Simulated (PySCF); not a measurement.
**One molecule, a ladder of functionals, a line**

Molecule: SMILES PBCC(=C)Cl, C$_{3}$H$_{7}$BClP.

Geometry:
| atom | x (Å) | y (Å) | z (Å) |
| --- | --- | --- | --- |
| C1 | -1.918 | -0.908 | 0.670 |
| C2 | -0.922 | -0.072 | 0.962 |
| Cl3 | -0.108 | -0.205 | 2.503 |
| C4 | -0.365 | 0.998 | 0.085 |
| B5 | 1.102 | 0.823 | -0.461 |
| P6 | 2.321 | -0.499 | 0.079 |
| H7 | -2.428 | -0.822 | -0.293 |
| H8 | -2.244 | -1.681 | 1.367 |
| H9 | -1.019 | 1.140 | -0.794 |
| H10 | -0.388 | 1.973 | 0.613 |
| H11 | 1.527 | 1.682 | -1.201 |
| H12 | 1.504 | -1.654 | 0.210 |
| H13 | 2.947 | -0.792 | -1.163 |

GIAO shieldings (ppm, equivalent atoms averaged) in PySCF 2.14 on the PBE0-D3(BJ)/def2-SVP geometry, basis pcSseg-1, gas phase, non-relativistic:

| functional | exact exchange (%) | σ(C4) | σ(Cl3) | σ(B5) | σ(P6) |
| --- | --- | --- | --- | --- | --- |
| BLYP | 0 | 125.9 | 620.5 | 1.0 | 449.4 |
| BP86 | 0 | 130.2 | 630.6 | 5.9 | 463.9 |
| PBE | 0 | 130.2 | 631.4 | 4.6 | 464.9 |
| B3LYP | 20 | 132.1 | 653.0 | 4.4 | 465.4 |
| PBE0 | 25 | 137.6 | 671.2 | 8.9 | 484.5 |
| mPW1PW91 | 25 | 137.2 | 670.0 | 9.3 | 481.5 |
| HF | 100 | 152.3 | 766.3 | 24.6 | 523.6 |

(1) Fit each shielding as a line in the percentage of exact exchange.

(2) What does the line predict for BHandHLYP (50 %), and what does the run give?

Results:

(1) σ(C4) = 129.3 + 0.24 x (rms 2.0 ppm); σ(Cl3) = 629.5 + 1.39 x (rms 5.2 ppm); σ(B5) = 3.3 + 0.21 x (rms 1.9 ppm); σ(P6) = 460.5 + 0.65 x (rms 6.6 ppm). The functionals also differ in their semilocal parts, which the line can't hold; Hartree–Fock has no correlation at all.

(2) σ(C4): 141.3 predicted, 140.0 computed; σ(Cl3): 699.0 predicted, 697.4 computed; σ(B5): 13.8 predicted, 10.4 computed; σ(P6): 493.0 predicted, 487.2 computed ppm.
